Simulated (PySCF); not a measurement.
C5H5Cl.

```xyz
11

C     -0.9168    -3.0831     0.0000
C      0.0668    -2.2243     0.0000
C      1.0549    -1.3526     0.0000
C      0.9292     0.1064     0.0000
C     -0.2306     0.7754     0.0000
Cl    -0.3215     2.4931     0.0000
H     -1.3452    -3.4599     0.9363
H     -1.3452    -3.4599    -0.9363
H      2.0771    -1.7497     0.0000
H      1.8621     0.6766     0.0000
H     -1.2048     0.2794     0.0000
```

Geometry: PBE0-D3(BJ)/def2-SVP. The structure was generated by enumeration; whether it is a known compound was not checked. One conformer was computed; it need not be the lowest.

Calculation: PBE/pcSseg-1 run with PySCF. Non-relativistic, no solvent.

Computed absolute GIAO shielding of each atom: isotropic value and principal components (ppm):
| atom | σ(iso) | σ11 | σ22 | σ33 | span |
|---|---|---|---|---|---|
| C1 | 98.2 | 9.2 | 125.3 | 160.0 | 150.8 |
| C2 | -42.4 | -60.6 | -43.6 | -22.9 | 37.6 |
| C3 | 88.4 | 7.5 | 109.1 | 148.5 | 140.9 |
| C4 | 52.0 | -49.7 | 67.7 | 137.9 | 187.6 |
| C5 | 44.7 | -51.4 | 68.0 | 117.5 | 168.9 |
| Cl6 | 682.4 | 468.0 | 693.3 | 885.8 | 417.8 |
| H7 | 25.9 | 24.3 | 24.4 | 29.0 | 4.7 |
| H8 | 25.9 | 24.3 | 24.4 | 29.0 | 4.7 |
| H9 | 25.6 | 22.7 | 26.6 | 27.4 | 4.7 |
| H10 | 25.6 | 23.5 | 24.2 | 29.1 | 5.5 |
| H11 | 24.8 | 20.2 | 24.4 | 29.7 | 9.5 |
